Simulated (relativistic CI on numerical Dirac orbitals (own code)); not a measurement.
Ir4+: L2,3 absorption edge

Computed with this model: Dirac-Coulomb-Breit CI, separate exchange-only KLI orbitals for each configuration, QED by a radiative potential, valence Slater integrals scaled by 0.8, multiplet model of core-to-valence dipole absorption; configurations [Xe] 4f14 5d5 → [He] 2s2 2p5 3s2 3p6 3d10 4s2 4p6 4d10 4f14 5s2 5p6 5d6; 300 K; Lorentzian 3 eV and Gaussian 1 eV FWHM. Energies are those of the free ion, without screening or charge transfer. The branching ratio is the share of the lower-energy edge in the whole absorption, uncertain by about 0.02 where the edges overlap. S is read from ⟨S²⟩ = S(S + 1).

Field parameters in Wybourne normalisation: Oh B⁴₀ = 21Dq, B⁴₄ = √(5/14) B⁴₀. The field is a parameter set, without covalency.

Computed curve for Oh, 10Dq = 29850 cm⁻¹, scaled to 100 at the maximum (points under 2 are left out and the grid is thinned):

(Energy (eV), Intensity): (11205.0, 2.1), (11206.0, 2.6), (11206.5, 2.8), (11207.5, 3.5), (11208.5, 4.4), (11209.5, 5.7), (11210.0, 6.6), (11211.0, 9.3), (11212.0, 14.0), (11212.5, 17.7), (11213.5, 29.9), (11214.5, 46.3), (11215.5, 59.9), (11216.0, 69.9), (11217.0, 96.3), (11218.0, 91.5), (11218.5, 76.0), (11219.5, 47.6), (11220.5, 29.2), (11221.5, 18.0), (11222.0, 14.4), (11223.0, 9.8), (11224.0, 7.0), (11225.0, 5.3), (11225.5, 4.6), (11226.5, 3.6), (11227.5, 2.9), (11228.0, 2.6), (11229.0, 2.2), (12824.0, 2.2), (12825.0, 3.7), (12825.5, 4.9), (12826.5, 9.2), (12827.5, 14.4), (12828.0, 14.9), (12829.0, 11.1), (12830.0, 6.8), (12831.0, 4.2), (12831.5, 3.3), (12832.5, 2.2)

The ground state has S = 0.69, and the centroid lies at 11402.29 eV.
